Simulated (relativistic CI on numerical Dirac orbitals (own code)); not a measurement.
**Hyperfine structure of Re6+, mass number 185**

Computed by Dirac-Coulomb-Breit CI, KLI orbitals optimised for each configuration, QED by a radiative potential, unscaled Slater integrals (own radial code, finite nucleus).

CI space (outside the closed core [Kr] 4d10): 4f¹⁴5s²5p⁶5d, 4f¹⁴5s²5p⁶6s, 4f¹⁴5s²5p⁶5f, 4f¹⁴5s²5p⁶6p, 4f¹⁴5s²5p⁵5d², 4f¹⁴5s²5p⁶5g, 4f¹⁴5s²5p⁶6d, 4f¹⁴5s²5p⁶7s, 4f¹⁴5s²5p⁶7p, 4f¹³5s²5p⁶5d², 4f¹⁴5s²5p⁶6f, 4f¹⁴5s²5p⁶7d, 4f¹⁴5s5p⁶5d², 4f¹⁴5s²5p⁶7f. Double excitations out of closed p, d and f shells are left out; levels of such configurations are missing from the list, as are those of other unlisted configurations, and high levels can miss mixing partners.

Nuclear spin I = 5/2, μ = 3.176 μN, Q = 2.07 b (tables of Stone and Pyykkö). The electronic factors are computed for point nuclear moments, without core polarisation or the Bohr-Weisskopf and QED corrections.

```
              Level   E (eV)  A (MHz)  B (MHz)
 4f¹⁴5s²5p⁶5d ²D3/2   0.0000     2631     3000
 4f¹⁴5s²5p⁶5d ²D5/2   1.2822     1060     3560
 4f¹⁴5s²5p⁶6s ²S1/2  14.4279    71190         
4f¹⁴5s²5p⁶6p ²P°1/2  23.7852    18870         
4f¹⁴5s²5p⁶6p ²P°3/2  26.4308     2058     6830
4f¹⁴5s²5p⁶5f ²F°5/2  37.9627    203.9     -340
4f¹⁴5s²5p⁶5f ²F°7/2  38.1664    203.1     -312
 4f¹⁴5s²5p⁶6d ²D3/2  40.1035    715.7      810
```

Levels with J = 0, under 50 % of one LS term, or S terms without an open s electron are left out. Small factors come from cancelling terms and can be off by tens of per cent or more.

At this charge configurations can still be misplaced by up to about 7 % of their energy. Levels and lines within the n = 5 or 6 shells can be off by up to 10 % or somewhat more, and those that change n by about 2 %, since core polarisation is missing. Levels that differ in their count of f electrons can be misplaced by several ten thousand cm⁻¹, since the correlation energy of f electrons is missing or only estimated; rates across such gaps can be off by orders of magnitude.

(1) Give the hyperfine levels of 4f¹⁴5s²5p⁶5d ²D3/2 relative to its centre of gravity.

## Answers

(1) With K = F(F + 1) − I(I + 1) − J(J + 1), E = AK/2 + B[¾K(K + 1) − I(I + 1)J(J + 1)]/[2I(2I − 1)J(2J − 1)]: F = 1: -11710, F = 2: -8851, F = 3: -2310, F = 4: 10620 MHz.

LS names give the leading component of a level, which can be under half, so a name can repeat, a term be missing and a line seem to break the LS rules.
